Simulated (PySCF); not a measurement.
CrF₄, charge +1, multiplicity 2. Atoms are numbered in the order given.

```xyz
5

Cr     0.0000     0.0000     0.0000
F      0.9613     0.9613     0.8815
F     -0.9613    -0.9613     0.8815
F      0.9613    -0.9613    -0.8815
F     -0.9613     0.9613    -0.8815
```
Charge +1, spin multiplicity 2.

Geometry optimised at PBE0-D3(BJ)/def2-SVP. The geometry has at least one imaginary mode, so it is a saddle point at that level. The multiplicity is an assumed one; other spin states were not compared.

Level of theory: PBE0-D3(BJ)/def2-SVP in PySCF.

Frequencies are harmonic and unscaled.

Modes within 1.5 cm⁻¹ of each other (mostly degenerate sets) share a row, with their intensities summed.

Computed normal modes with their intensities:
```json
[
 {"mode": "1", "ν (cm⁻¹)": "137i", "IR (km/mol)": "0.0", "moving atoms (share of kinetic energy)": "F 100 %"},
 {"mode": "2", "ν (cm⁻¹)": "164", "IR (km/mol)": "31.7", "moving atoms (share of kinetic energy)": "F 70 %, Cr 30 %"},
 {"mode": "3", "ν (cm⁻¹)": "231", "IR (km/mol)": "0.0", "moving atoms (share of kinetic energy)": "F 100 %"},
 {"mode": "4–5", "ν (cm⁻¹)": "249", "IR (km/mol)": "25.5", "moving atoms (share of kinetic energy)": "F 77 %, Cr 23 %"},
 {"mode": "6", "ν (cm⁻¹)": "829", "IR (km/mol)": "0.0", "moving atoms (share of kinetic energy)": "F 100 %"},
 {"mode": "7", "ν (cm⁻¹)": "900", "IR (km/mol)": "139.4", "moving atoms (share of kinetic energy)": "F 71 %, Cr 29 %"},
 {"mode": "8–9", "ν (cm⁻¹)": "959", "IR (km/mol)": "262.4", "moving atoms (share of kinetic energy)": "F 64 %, Cr 36 %"}
]
```
